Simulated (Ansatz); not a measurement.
Input file for Ansatz (a first-principles code): R-CCSD(T)/aug-cc-pV(T+d)Z on Cl2FH (a complex). Files ending in .json are basis or fitting sets from the Basis Set Exchange.

Ansatz 0.2 input:
```yaml
crystal:
  periodic: [false, false, false]
  atoms:
    - {symbol: F, position_ang: [0.45494098, 0.38365637, 0.11229930]}
    - {symbol: H, position_ang: [0.33875157, -0.06119823, 0.92007403]}
    - {symbol: Cl, position_ang: [-0.36555834, 0.49030713, 4.01704265]}
    - {symbol: Cl, position_ang: [0.04587924, -1.16416521, 2.94616492]}
basis:
  gaussian:
    orbitals: aug-cc-pV_T+d_Z.json
magnetization: {spin_polarized: false}
correlation: {method: ccsd_t, electrons: outside_noble_gas}
scf: {lower_state_search: off}
```

The log:

```
WARN ansatz: RAYON_NUM_THREADS=1 ignored (pool sized by the plan → 1); use --threads N
Functional definition: HF
these checks for a lower state are left out or cut short: stability, starts, cluster_reference, orbital_swaps, neighbouring_geometries, increment
integrals: 0.59 GiB planned
1060 factors; integrals over basis functions are off by at most 1.3e-3 eV
mean field: 0.48 GiB planned
mean field evaluation 1: about -27728.3075 eV, gradient 3.0e1 eV
mean field evaluation 2: about -27728.4278 eV, gradient 3.0e1 eV
mean field evaluation 4: about -27730.0864 eV, gradient 1.9e0 eV
mean field evaluation 8: about -27730.1066 eV, gradient 2.3e-1 eV
mean field -27730.10681497 eV, -1019.0626293085 hartree, gradient 2.1e-6 eV, S^2 0.000000; 0 other end points of the search recorded, 0 dependent functions left out
11 core orbitals not correlated
reference -27730.10681497 eV, -1019.0626293085 hartree; 11, 11 occupied and 157, 157 virtual orbitals, 1060 factors
second order -18.29296076 eV of doubles, -0.00000000 eV of singles
coupled cluster: 1.59 GiB planned
cycle   1  -18.73974388 eV  change   -4.5e-1 eV  update   8.1e-2
cycle   2  -19.13173713 eV  change   -3.9e-1 eV  update   2.4e-2
cycle   3  -19.21281518 eV  change   -8.1e-2 eV  update   1.1e-2
cycle   4  -19.20297380 eV  change    9.8e-3 eV  update   2.2e-3
cycle   5  -19.20245160 eV  change    5.2e-4 eV  update   8.5e-4
cycle   6  -19.20276314 eV  change   -3.1e-4 eV  update   2.7e-4
cycle   7  -19.20266059 eV  change    1.0e-4 eV  update   1.3e-4
cycle   8  -19.20262274 eV  change    3.8e-5 eV  update   4.8e-5
cycle   9  -19.20264823 eV  change   -2.5e-5 eV  update   2.4e-5
cycle  10  -19.20265789 eV  change   -9.7e-6 eV  update   1.3e-5
perturbative correction -0.75655646 eV, -0.0278029371 hartree
Total energy: -27750.06602932 eV, -1019.7961169072 hartree
Checks for a lower state left out: stability, starts, cluster_reference, orbital_swaps, neighbouring_geometries, increment
```

The run converged.

Cost: about 50 core-seconds (a rough figure).
